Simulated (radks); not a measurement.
Isoelectronic series with 60 electrons, all held in the configuration [Xe] 4f4 6s2, which need not be the ground one along the series. Calculated with a radial shooting solver on a logarithmic mesh with Libxc functionals: scalar-relativistic Kohn-Sham, PBE, spin-polarised, spherical densities, point nucleus; open shells are filled with parallel spins first (spin-orbit coupling, left out, can overturn this in heavy ions). Total energies (hartree) and mean radii <r> (bohr) (* marks an orbital that is empty in some or all of the ions):

| ion | E (hartree) | 4f down* | 4f up | 6s down |
|---|---|---|---|---|
| Nd | -9624.0762 | 1.270 | 1.102 | 4.511 |
| Pm+ | -10020.3529 | 0.9707 | 0.9382 | 3.719 |
| Sm2+ | -10426.0774 | 0.8648 | 0.8463 | 3.248 |
| Eu3+ | -10841.2716 | 0.7933 | 0.7805 | 2.921 |
| Gd4+ | -11265.9768 | 0.7387 | 0.7291 | 2.673 |
| Tb5+ | -11700.2444 | 0.6946 | 0.6869 | 2.475 |
| Dy6+ | -12144.1330 | 0.6576 | 0.6512 | 2.311 |
| Ho7+ | -12597.7067 | 0.6257 | 0.6203 | 2.173 |
| Er8+ | -13061.0342 | 0.5978 | 0.5931 | 2.054 |
| Tm9+ | -13534.1887 | 0.5730 | 0.5689 | 1.949 |
| Yb10+ | -14017.2474 | 0.5507 | 0.5471 | 1.857 |
| Lu11+ | -14510.2916 | 0.5305 | 0.5272 | 1.774 |
| Hf12+ | -15013.4061 | 0.5120 | 0.5091 | 1.699 |
| Ta13+ | -15526.6800 | 0.4951 | 0.4924 | 1.632 |
| W14+ | -16050.2061 | 0.4794 | 0.4770 | 1.569 |
| Re15+ | -16584.0812 | 0.4649 | 0.4626 | 1.512 |
| Os16+ | -17128.4064 | 0.4513 | 0.4493 | 1.460 |
| Ir17+ | -17683.2870 | 0.4387 | 0.4368 | 1.411 |
| Pt18+ | -18248.8326 | 0.4268 | 0.4251 | 1.365 |
| Au19+ | -18825.1577 | 0.4157 | 0.4140 | 1.323 |
| Hg20+ | -19412.3812 | 0.4052 | 0.4036 | 1.283 |
| Tl21+ | -20010.6275 | 0.3952 | 0.3938 | 1.246 |
| Pb22+ | -20620.0261 | 0.3858 | 0.3845 | 1.210 |
| Bi23+ | -21240.7121 | 0.3769 | 0.3756 | 1.177 |

4f down drops below 6s down between Nd and Pm+.
